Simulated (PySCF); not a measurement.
Telling isomers of C3H13FOSi4 apart by NMR

- shielding tensors at PBE0/pcSseg-1 (GIAO)
- GFN2-xTB geometry
- code: PySCF 2.14
- non-relativistic Hamiltonian, rapidly exchanging positions averaged, isolated molecule, a single conformation

Chemical shifts δ = σref − σ; ¹H, ¹³C against TMS, all at this level. Splittings of carbon signals by F and P are missing where no couplings were computed. Where no couplings were computed, multiplicities follow the n + 1 count of equivalent neighbours, and m marks all less simple cases (inequivalent or close neighbours, rings, F or P nearby). Shifts are as computed. Against solution values, carbons near 30 ppm lie about +3 ppm off and those near 130 ppm about +5 ppm. Of 1309 compounds with measured shifts, 239 miss one by over three times the rms of a fit or turn the order of signals round; such compounds aren't used in these exercises.

(1) Tabulate the signals of `F[C@@H]1[SiH2][SiH2]C[C@@H](O[SiH3])[SiH2]1`, `F/C(=C/[SiH2]O[SiH3])[SiH2]C[SiH3]`, `CC(C)O[Si@@H]1[SiH2][SiH2][Si@@H]1F` and their relative energies.

(2) What is the quickest way to tell F[C@@H]1[SiH2][SiH2]C[C@@H](O[SiH3])[SiH2]1 from F/C(=C/[SiH2]O[SiH3])[SiH2]C[SiH3]?

(3) What is the quickest way to tell F[C@@H]1[SiH2][SiH2]C[C@@H](O[SiH3])[SiH2]1 from CC(C)O[Si@@H]1[SiH2][SiH2][Si@@H]1F?

(4) What is the quickest way to tell F/C(=C/[SiH2]O[SiH3])[SiH2]C[SiH3] from CC(C)O[Si@@H]1[SiH2][SiH2][Si@@H]1F?

Results:

(1) 
```tsv
SMILES	carbon types	δC	δH	E rel. (kcal/mol)
F[C@@H]1[SiH2][SiH2]C[C@@H](O[SiH3])[SiH2]1	2×CH 1×CH2	79.3, 66.3, 19.0	5.77 (m, 1H), 4.84 (s, 3H), 4.65 (m, 1H), 4.42 (m, 1H), 4.20 (m, 1H), 4.15 (m, 1H), 4.04 (m, 1H), 3.98 (m, 1H), 3.91 (m, 1H), 2.16 (m, 1H), 1.02 (m, 1H)	47.6
F/C(=C/[SiH2]O[SiH3])[SiH2]C[SiH3]	1×C 1×CH 1×CH2	189.2, 118.5, -9.1	5.70 (m, 1H), 5.42 (d, 2H), 5.12 (s, 3H), 4.49 (m, 2H), 4.05 (t, 3H), 0.31 (m, 2H)	21.6
CC(C)O[Si@@H]1[SiH2][SiH2][Si@@H]1F	1×CH 2×CH3	70.9, 28.0, 26.9	6.76 (m, 1H), 6.27 (m, 1H), 4.36 (m, 1H), 4.18 (m, 1H), 3.78 (m, 1H), 3.76 (m, 1H), 3.65 (m, 1H), 1.25 (d, 3H), 1.23 (d, 3H)	0.0
```

Energies are electronic energies at PBE0/pcSseg-1 on these geometries, without zero-point or thermal terms, each for the one conformer computed, which needn't be the lowest.

(2) Both give the same number of carbon signals, but DEPT or the intensities differ. The first has an sp3 CH bonded to O and Si at 66.3 ppm, the second a fully substituted alkene carbon (C) at 189.2 ppm. Their most deshielded carbons lie at 79.3 and 189.2 ppm.

(3) Both give the same number of carbon signals, but DEPT or the intensities differ. The first has an sp3 CH2 bonded to Si at 19.0 ppm, the second a methyl carbon (CH3) at 28.0 ppm. Their most deshielded carbons lie at 79.3 and 70.9 ppm. In the proton spectra the most deshielded non-exchanging signals are 5.77 (m, 1H) and 6.76 (m, 1H).

(4) Both give the same number of carbon signals, but DEPT or the intensities differ. The first has a fully substituted alkene carbon (C) at 189.2 ppm, the second a methyl carbon (CH3) at 28.0 ppm. Their most deshielded carbons lie at 189.2 and 70.9 ppm. In the proton spectra the most deshielded non-exchanging signals are 5.70 (m, 1H) and 6.76 (m, 1H).
